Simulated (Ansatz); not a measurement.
Cartesian coordinates (Å):
```xyz
7

C      2.4379     0.2766     1.4234
N      1.4694     0.3541     0.7644
Si     0.0664     0.5149    -0.2146
C     -1.0800    -0.7179    -0.3334
H      0.0516     1.8250    -0.8784
H     -1.9573    -0.5947    -0.9570
H     -0.9878    -1.6581     0.1955
```
Charge +1, spin multiplicity 2.

Calculation: frozen-core CCSD(T)/def2-TZVPP // PBE0-D3(BJ)/def2-TZVP run with Ansatz (an electronic-structure program). The geometry is that of the parent before the electron was removed.

```
Quantity                        Value
----------------------  -------------
HF energy               -420.59230 Ha
MP2 correlation energy    -0.53452 Ha
```

Estimate the CCSD correlation energy, the (T) correction, the total energy and the T1 diagnostic.


| Property | Result |
|---|---|
| CCSD correlation energy | -0.57041 Ha |
| (T) correction | -0.02629 Ha |
| CCSD(T) total energy | -421.18900 Ha |
| T1 diagnostic | 0.015 |
